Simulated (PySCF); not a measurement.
VOCl3, SMILES [Cl][V]([Cl])(=[O])[Cl], multiplicity 1. Atoms are numbered in the order given.

```xyz
5

V      0.0000     0.0000    -0.2579
O      0.0000     0.0000    -1.7853
Cl    -1.7525     1.0118     0.3964
Cl     0.0000    -2.0236     0.3964
Cl     1.7525     1.0118     0.3964
```
Charge 0, spin multiplicity 1.

Geometry optimised at PBE0-D3(BJ)/def2-SVP. The multiplicity is an assumed one; other spin states were not compared.

Level of theory: PBE0-D3(BJ)/def2-SVP (PySCF 2.14.0).

Frequencies are harmonic and unscaled.

Modes within 1.5 cm⁻¹ of each other (mostly degenerate sets) share a row, with their intensities summed.

Computed vibrational spectrum:
```tsv
mode	ν (cm⁻¹)	IR (km/mol)	moving atoms (share of kinetic energy)
1–2	127	0.3	Cl 88 %, V 9 %
3	167	0.6	Cl 56 %, V 33 %, O 12 %
4–5	265	0.0	O 69 %, Cl 28 %
6	414	9.4	Cl 83 %, V 13 %
7–8	518	237.0	V 57 %, Cl 41 %
9	1197	149.8	O 75 %, V 25 %
```
